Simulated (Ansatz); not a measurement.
Input file for Ansatz (an electronic-structure program): U-CCSD(T)/def2-SVP on ClFGaH (SMILES [F][GaH][Cl]), a point of a bond scan (R = 1.850 Å). The run froze 20 orbitals, filled d shells among them.

Ansatz 0.2 input:
```yaml
crystal:
  periodic: [false, false, false]
  atoms:
    - {symbol: Ga, position_ang: [-0.42035658, 0.09491825, -0.34524222]}
    - {symbol: H, position_ang: [-1.84842452, -0.52125477, -1.34696927]}
    - {symbol: F, position_ang: [-0.00462516, 1.79964022, -0.33176534]}
    - {symbol: Cl, position_ang: [0.86371139, -1.10121578, 0.87461245]}
basis:
  gaussian:
    orbitals: def2-SVP
correlation: {method: ccsd_t, electrons: outside_noble_gas}
scf: {omitted_lower_state_checks: [cluster_reference]}
magnetization: {spin_polarized: true, initial_magnetization: 0}
```

### Question
What total energy does the run end on?

### Answer
-2482.7887 hartree (reference determinant -2482.3731, T1 diagnostic 0.014).
